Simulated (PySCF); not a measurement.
PySCF input for CH6ClFOSi2, SMILES C[Si@@](O)(Cl)[SiH2]F, TDDFT-B3LYP/def2-SVPD. The structure is a stationary point at B3LYP-D3(BJ)/def2-SVP. The structure was generated by enumeration; whether it is a known compound was not checked. The values are those of a single conformer.

```python
import numpy as np
from pyscf import gto, scf, dft, tdscf

mol = gto.M(
    atom='''
    C     2.36878450   -0.17604689   -0.31485258
    Si    0.61174053    0.18129591    0.22351515
    O     0.50267784    0.55627614    1.84096354
    Cl   -0.05830614    1.80209962   -0.92644766
    Si   -0.86408439   -1.59875969   -0.14531096
    F    -2.38502718   -1.11508963    0.20232005
    H     2.79376304   -1.00803930    0.26984175
    H     3.00672680    0.71136240   -0.16990382
    H     2.40219054   -0.44256758   -1.38323495
    H     0.91509861    1.37351244    2.14837053
    H    -0.54289618   -2.77748389    0.70902037
    H    -0.81974976   -2.00610548   -1.57881527
    ''',
    basis='def2-SVPD',
    charge=0,
    spin=0,
    max_memory=1600,
    verbose=4,
)
mf = dft.RKS(mol, xc='b3lyp').density_fit(auxbasis='def2-universal-jkfit')
mf.grids.level = 3
mf.conv_tol = 1e-9
mf.max_cycle = 100
mf.kernel()
mf.grids = dft.Grids(mol).set(level=1).build(with_non0tab=True)  # coarser grid for the response kernel
td = tdscf.TDDFT(mf)
td.singlet = True
td.nstates = 10
td.conv_tol = 1e-4
td.positive_eig_threshold = 1e-6
td.kernel(x0=td.get_init_guess(mf, 15))
td.analyze()
tt = tdscf.TDA(mf)
tt.singlet = False
tt.nstates = 4
tt.conv_tol = 1e-4
tt.positive_eig_threshold = 1e-6
tt.kernel(x0=tt.get_init_guess(mf, 9))
tt.analyze(verbose=3)
```

Log of the run:

```
PySCF version 2.14.0

[INPUT] verbose = 4
[INPUT] num. atoms = 12
[INPUT] num. electrons = 74
[INPUT] charge = 0
[INPUT] spin (= nelec alpha-beta = 2S) = 0
[INPUT] symmetry False subgroup None
[INPUT] Mole.unit = angstrom
[INPUT] Symbol           X                Y                Z      unit          X                Y                Z       unit  Magmom
[INPUT]  1 C      2.368784500000  -0.176046890000  -0.314852580000 AA    4.476353953115  -0.332680407181  -0.594985145813 Bohr   0.0
[INPUT]  2 Si     0.611740530000   0.181295910000   0.223515150000 AA    1.156022060996   0.342599617404   0.422382418191 Bohr   0.0
[INPUT]  3 O      0.502677840000   0.556276140000   1.840963540000 AA    0.949923446488   1.051209554230   3.478916895910 Bohr   0.0
[INPUT]  4 Cl    -0.058306140000   1.802099620000  -0.926447660000 AA   -0.110182635981   3.405474730983  -1.750732346144 Bohr   0.0
[INPUT]  5 Si    -0.864084390000  -1.598759690000  -0.145310960000 AA   -1.632882845612  -3.021217953095  -0.274597917298 Bohr   0.0
[INPUT]  6 F     -2.385027180000  -1.115089630000   0.202320050000 AA   -4.507048169844  -2.107214005043   0.382329484008 Bohr   0.0
[INPUT]  7 H      2.793763040000  -1.008039300000   0.269841750000 AA    5.279447002532  -1.904918199798   0.509927004473 Bohr   0.0
[INPUT]  8 H      3.006726800000   0.711362400000  -0.169903820000 AA    5.681890183390   1.344280111313  -0.321071687317 Bohr   0.0
[INPUT]  9 H      2.402190540000  -0.442567580000  -1.383234950000 AA    4.539482219621  -0.836331517812  -2.613935221426 Bohr   0.0
[INPUT] 10 H      0.915098610000   1.373512440000   2.148370530000 AA    1.729285749870   2.595562340283   4.059831915787 Bohr   0.0
[INPUT] 11 H     -0.542896180000  -2.777483890000   0.709020370000 AA   -1.025925094273  -5.248683867492   1.339854316038 Bohr   0.0
[INPUT] 12 H     -0.819749760000  -2.006105480000  -1.578815270000 AA   -1.549102537078  -3.790989934189  -2.983528461581 Bohr   0.0

nuclear repulsion = 456.813929412911
number of shells = 81
number of NR pGTOs = 285
number of NR cGTOs = 189
basis = def2-SVPD
ecp = {}


[settings echo left out]
init E= -1255.90321178002
  HOMO = -0.300709310159027  LUMO = -0.0734198480661612  gap/eV = 6.18486
cycle= 1 E= -1255.55499794134  delta_E= 0.348  |g|= 0.922  |ddm|= 4.37
  HOMO = -0.197930901186488  LUMO = -0.0424566693151212  gap/eV = 4.23067
cycle= 2 E= -1255.20837153333  delta_E= 0.347  |g|= 1.64  |ddm|= 2.51
  HOMO = -0.285468508385908  LUMO = -0.0396102653291028  gap/eV = 6.69014
cycle= 3 E= -1255.71729252606  delta_E= -0.509  |g|= 0.152  |ddm|= 1.58
  HOMO = -0.292643951869722  LUMO = -0.0381397097679752  gap/eV = 6.92541
cycle= 4 E= -1255.72244029236  delta_E= -0.00515  |g|= 0.0518  |ddm|= 0.248
  HOMO = -0.29241788596784  LUMO = -0.0390698975769039  gap/eV = 6.89395
cycle= 5 E= -1255.72310825501  delta_E= -0.000668  |g|= 0.0115  |ddm|= 0.0659
  HOMO = -0.291856773881251  LUMO = -0.0386235370489723  gap/eV = 6.89083
cycle= 6 E= -1255.72313270538  delta_E= -2.45e-05  |g|= 0.00443  |ddm|= 0.017
  HOMO = -0.291869245244797  LUMO = -0.0385526527445155  gap/eV = 6.89310
cycle= 7 E= -1255.72313607937  delta_E= -3.37e-06  |g|= 0.00102  |ddm|= 0.00416
  HOMO = -0.291928632873561  LUMO = -0.0385909321354476  gap/eV = 6.89367
cycle= 8 E= -1255.72313628996  delta_E= -2.11e-07  |g|= 0.000249  |ddm|= 0.00155
  HOMO = -0.291920411636777  LUMO = -0.0385919902439098  gap/eV = 6.89342
cycle= 9 E= -1255.72313630575  delta_E= -1.58e-08  |g|= 6.26e-05  |ddm|= 0.00045
  HOMO = -0.291916134137415  LUMO = -0.0385880002613268  gap/eV = 6.89341
cycle= 10 E= -1255.7231363068  delta_E= -1.05e-09  |g|= 2.12e-05  |ddm|= 0.000113
  HOMO = -0.291918736731984  LUMO = -0.0385895420625757  gap/eV = 6.89344
cycle= 11 E= -1255.72313630693  delta_E= -1.31e-10  |g|= 3.22e-06  |ddm|= 4.14e-05
  HOMO = -0.2919184873586  LUMO = -0.0385894332892045  gap/eV = 6.89343
Extra cycle  E= -1255.72313630693  delta_E= -1.14e-12  |g|= 3.79e-06  |ddm|= 1.09e-05
converged SCF energy = -1255.72313630693
tot grids = 49632
Overwritten attributes  positive_eig_threshold  of <class 'pyscf.tdscf.rks.TDDFT'>


******** <class 'pyscf.tdscf.rks.TDDFT'> for <class 'pyscf.df.df_jk.DFRKS'> ********
nstates = 10 singlet
deg_eia_thresh = 1.000e-03
wfnsym = None
conv_tol = 0.0001
eigh lindep = 1e-12
eigh level_shift = 0
eigh max_cycle = 100


Excitation energies (eV)
[5.91522617 6.59641137 6.99288862 7.00812056 7.30521197 7.33183153
 7.50137279 7.51282998 7.80696008 7.85759984]

** Singlet excitation energies and oscillator strengths **
Excited State   1:      5.91523 eV    209.60 nm  f=0.0177
      37 -> 38       -0.70170
Excited State   2:      6.59641 eV    187.96 nm  f=0.0248
      37 -> 39       -0.69091
Excited State   3:      6.99289 eV    177.30 nm  f=0.0768
      36 -> 38       -0.35379
      37 -> 40       -0.58947
Excited State   4:      7.00812 eV    176.92 nm  f=0.0392
      36 -> 38        0.59776
      37 -> 40       -0.35529
Excited State   5:      7.30521 eV    169.72 nm  f=0.0044
      33 -> 38        0.34964
      34 -> 38       -0.57649
      35 -> 38        0.17407
Excited State   6:      7.33183 eV    169.10 nm  f=0.0156
      34 -> 38        0.20299
      35 -> 38        0.65510
Excited State   7:      7.50137 eV    165.28 nm  f=0.0021
      33 -> 38       -0.55383
      34 -> 38       -0.30395
      35 -> 38        0.10435
      35 -> 39       -0.10585
      36 -> 39       -0.24946
Excited State   8:      7.51283 eV    165.03 nm  f=0.0174
      33 -> 38        0.23809
      34 -> 38        0.13936
      35 -> 39       -0.18571
      36 -> 39       -0.60836
Excited State   9:      7.80696 eV    158.81 nm  f=0.0080
      34 -> 39       -0.10391
      35 -> 38       -0.10429
      35 -> 39       -0.49351
      36 -> 40       -0.38145
      37 -> 41       -0.17004
      37 -> 42       -0.15191
Excited State  10:      7.85760 eV    157.79 nm  f=0.0167
      34 -> 39        0.16198
      35 -> 39       -0.13367
      37 -> 41       -0.10757
      37 -> 42        0.63939

** Transition electric dipole moments (AU) **
state          X           Y           Z        Dip. S.      Osc.
  1        -0.1289      0.3148      0.0787      0.1219      0.0177
  2        -0.1788      0.1164     -0.3287      0.1535      0.0248
  3        -0.4832     -0.4300      0.1737      0.4485      0.0768
  4        -0.3229     -0.3353     -0.1067      0.2281      0.0392
  5         0.0978      0.0715     -0.0988      0.0244      0.0044
  6         0.0330      0.2649     -0.1239      0.0866      0.0156
  7         0.0435      0.0795      0.0578      0.0116      0.0021
  8        -0.1553      0.1527     -0.2167      0.0944      0.0174
  9        -0.0149     -0.0743      0.1903      0.0419      0.0080
 10         0.1566      0.2458      0.0423      0.0867      0.0167

** Transition velocity dipole moments (imaginary part, AU) **
state          X           Y           Z        Dip. S.      Osc.
  1        -0.0315      0.0724      0.0188      0.0066      0.0202
  2        -0.0439      0.0296     -0.0814      0.0094      0.0259
  3        -0.1261     -0.1106      0.0456      0.0302      0.0784
  4        -0.0860     -0.0866     -0.0262      0.0156      0.0403
  5         0.0251      0.0183     -0.0296      0.0018      0.0046
  6         0.0132      0.0750     -0.0330      0.0069      0.0171
  7         0.0121      0.0173      0.0205      0.0009      0.0021
  8        -0.0414      0.0430     -0.0622      0.0074      0.0179
  9        -0.0027     -0.0211      0.0604      0.0041      0.0095
 10         0.0465      0.0718      0.0127      0.0075      0.0173

** Transition magnetic dipole moments (imaginary part, AU) **
state          X           Y           Z
  1         0.0569      0.1239     -0.0698
  2        -0.2292      0.5781     -0.1018
  3        -0.0242     -0.2215     -0.5778
  4         0.1909      0.1767     -0.0684
  5        -0.3868     -0.7087      0.1267
  6        -0.0497      0.4625     -0.5671
  7         0.3424      0.7726      0.4467
  8         0.3856     -0.0875     -0.2556
  9         0.6604      0.4615     -0.2306
 10         0.3175     -0.0147      0.0479
Overwritten attributes  positive_eig_threshold  of <class 'pyscf.tdscf.rks.TDA'>


******** <class 'pyscf.tdscf.rks.TDA'> for <class 'pyscf.df.df_jk.DFRKS'> ********
nstates = 4 triplet
deg_eia_thresh = 1.000e-03
wfnsym = None
conv_tol = 0.0001
eigh lindep = 1e-12
eigh level_shift = 0
eigh max_cycle = 100


Excitation energies (eV)
[5.33453565 5.96978079 6.6832765  6.80438801]

** Triplet excitation energies and oscillator strengths **
Excited State   1:      5.33454 eV    232.42 nm  f=0.0000
Excited State   2:      5.96978 eV    207.69 nm  f=0.0000
Excited State   3:      6.68328 eV    185.51 nm  f=0.0000
Excited State   4:      6.80439 eV    182.21 nm  f=0.0000
```

Self-consistency was reached.

Cost: around 6 core-minutes (rough).
